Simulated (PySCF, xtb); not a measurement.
C2H9BN2O, SMILES CN(B(O)N)C.

GFN2-xTB in xtb 6.7.1 at its own geometry gives an orbital gap of 6.75 eV and a dipole moment of 1.58 D.

Coordinates come from a ωB97X-D3(BJ)/def2-SVP optimisation. Other conformers were not sampled.

Task: What does CAM-B3LYP/def2-TZVP in PySCF give? (Estimate from the structure and the level; the computed values follow.)

Result: gap 9.13 eV (levels -7.62 and 1.51 eV), dipole 1.52 D.
